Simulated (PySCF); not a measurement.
Sn(H)3(SeH) (H4SeSn), SMILES [SnH3][SeH]. The structure is a stationary point at B3LYP-D3(BJ)/def2-TZVP. The def2 effective core potentials stand for the cores of Sn; spin–orbit coupling is left out.

Calculation: B3LYP-D3(BJ)/def2-TZVP in PySCF 2.14.0.

Harmonic wavenumbers (cm⁻¹): 108, 234, 403, 444, 646, 682, 708, 717, 1921, 1923, 1942, 2400. Rotational constants (GHz): 49.96, 1.559, 1.548; symmetry number 1.

**Question.** Work out the zero-point energy and the ideal-gas rigid-rotor harmonic-oscillator thermochemistry at 298.15 K and 1 atm.

**Answer.** ZPE = ½ Σ hcν = ½ × 12129 cm⁻¹ = 17.34 kcal/mol. H − E(el) = 21.14 kcal/mol. Entropy in cal/(mol K): translation 41.81, rotation 25.39, vibration 8.21, total 75.42. G − E(el) = -1.35 kcal/mol. Cp = 17.98 cal/(mol K). Modes under 150 cm⁻¹ make the vibrational entropy uncertain.
